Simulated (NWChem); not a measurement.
Species: C$_{2}$H$_{6}$O$_{2}$Si; SMILES O=C(O)C[SiH3]

```xyz
11

O     -1.3161     0.9152     0.0000
C     -0.1019     1.0263     0.0000
O      0.5194     2.2316     0.0000
C      0.8715    -0.1290     0.0000
Si    -0.0243    -1.8109     0.0000
H     -0.2033     2.8973     0.0000
H      1.5429    -0.0376     0.8808
H      1.5429    -0.0376    -0.8808
H     -0.8681    -1.9614    -1.2316
H     -0.8681    -1.9614     1.2316
H      1.0269    -2.8895     0.0000
```
Atoms are numbered in this order, from 1.

Results from NWChem. Geometry: optimised at PBE-D3(BJ)/def2-SVP. B3LYP is NWChem's, with the RPA form of VWN correlation. Atomic charges in e: unrestrained fits to the electrostatic potential beside Mulliken populations; buried atoms are poorly determined by the fit.

Question: What does the run give for B3LYP/def2-SVP? Quantities: ESP O1; Mulliken O1; ESP C2; Mulliken C2; ESP O3; Mulliken O3; ESP C4; Mulliken C4; ESP Si5; Mulliken Si5; relative RMS misfit of the potential (%).

Answer: 
```json
{
 "ESP O1": "-0.55",
 "Mulliken O1": "-0.23",
 "ESP C2": "0.71",
 "Mulliken C2": "0.16",
 "ESP O3": "-0.59",
 "Mulliken O3": "-0.19",
 "ESP C4": "-0.17",
 "Mulliken C4": "-0.23",
 "ESP Si5": "0.35",
 "Mulliken Si5": "0.43",
 "relative RMS misfit of the potential (%)": "25"
}
```
